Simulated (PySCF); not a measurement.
**3-acetylpyridine (SMILES C1=CC=C(C(C)=O)C=N1)**

Molfile (atoms numbered from 1):
```
C7H7NO
     RDKit          3D

 16 16  0  0  0  0  0  0  0  0999 V2000
   -2.5974   -0.0415    0.6123 C   0  0  0  0  0  0  0  0  0  0  0  0
   -1.4890   -0.6752   -0.1875 C   0  0  0  0  0  0  0  0  0  0  0  0
   -1.6936   -1.6274   -0.9073 O   0  0  0  0  0  0  0  0  0  0  0  0
   -0.1106   -0.1008   -0.0768 C   0  0  0  0  0  0  0  0  0  0  0  0
    0.9212   -0.6864   -0.8187 C   0  0  0  0  0  0  0  0  0  0  0  0
    2.2010   -0.1603   -0.7214 C   0  0  0  0  0  0  0  0  0  0  0  0
    2.4023    0.9378    0.1189 C   0  0  0  0  0  0  0  0  0  0  0  0
    1.4340    1.5071    0.8311 N   0  0  0  0  0  0  0  0  0  0  0  0
    0.2107    0.9965    0.7318 C   0  0  0  0  0  0  0  0  0  0  0  0
   -2.3736   -0.0790    1.6898 H   0  0  0  0  0  0  0  0  0  0  0  0
   -3.5309   -0.5806    0.4129 H   0  0  0  0  0  0  0  0  0  0  0  0
   -2.7193    1.0188    0.3418 H   0  0  0  0  0  0  0  0  0  0  0  0
    0.6834   -1.5433   -1.4535 H   0  0  0  0  0  0  0  0  0  0  0  0
    3.0352   -0.5863   -1.2828 H   0  0  0  0  0  0  0  0  0  0  0  0
    3.4014    1.3778    0.2187 H   0  0  0  0  0  0  0  0  0  0  0  0
   -0.5619    1.4898    1.3320 H   0  0  0  0  0  0  0  0  0  0  0  0
  1  2  1  0
  2  3  2  0
  2  4  1  0
  4  5  1  0
  5  6  2  0
  6  7  1  0
  7  8  2  0
  8  9  1  0
  9  4  2  0
  1 10  1  0
  1 11  1  0
  1 12  1  0
  5 13  1  0
  6 14  1  0
  7 15  1  0
  9 16  1  0
M  END
```

Method: quadratic response CAM-B3LYP/aug-cc-pVDZ first hyperpolarisability, Taylor convention, gas phase in PySCF 2.14.0. Geometry: PBE0-D3(BJ)/def2-SVP.

Task: Give the tensor of the second harmonic β(−2ω;ω,ω) at 1064 nm in the axes of these coordinates.

Result: In au, Taylor convention; rows are the first index (the induced dipole):
|  | xx | yy | zz | xy | xz | yz |
| --- | --- | --- | --- | --- | --- | --- |
| x | +210.2 | +28.5 | -30.7 | +128.3 | +37.2 | +7.0 |
| y | +127.1 | -43.5 | -29.2 | +32.1 | +9.0 | -19.7 |
| z | +36.5 | -19.6 | -26.4 | +8.9 | -27.8 | -27.7 |

Norm of βᵢ = ⅓ Σⱼ (βᵢⱼⱼ + βⱼᵢⱼ + βⱼⱼᵢ): 219.8 au, hyper-Rayleigh value 118.4 au.
